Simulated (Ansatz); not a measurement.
```xyz
10

B     0.791   -0.353    1.522
N     0.179   -0.086    0.284
Si   -0.400   -0.938   -1.161
Si   -0.367    1.240   -0.710
Cl   -1.991    2.274   -0.018
H     1.034    0.552    2.270
H     1.067   -1.484    1.814
H    -1.608   -1.774   -0.960
H     0.635   -1.661   -1.941
H     0.659    2.231   -1.101
```

Charge 0, multiplicity 1.

(1) List the CAM-B3LYP/def2-TZVPP orbital energies in eV (Ansatz 0.2.0). (Estimate.)

Results:

(1) The calculation gave: Occupied: -2764.58, -1802.42, -1801.69, -391.35, -259.36, -198.41, -198.28, -198.27, -185.68, -146.86, -146.24, -102.23, -102.19, -102.15, -101.59, -101.55, -101.53, -25.75, -24.86, -18.15, -16.20, -14.91, -13.12, -13.04, -12.79, -11.94, -11.41, -10.98, -10.13, -9.76, -8.75. Lowest empty: -0.07, 0.07, 1.01, 1.51, 2.09, 2.39, 2.64, 3.01.
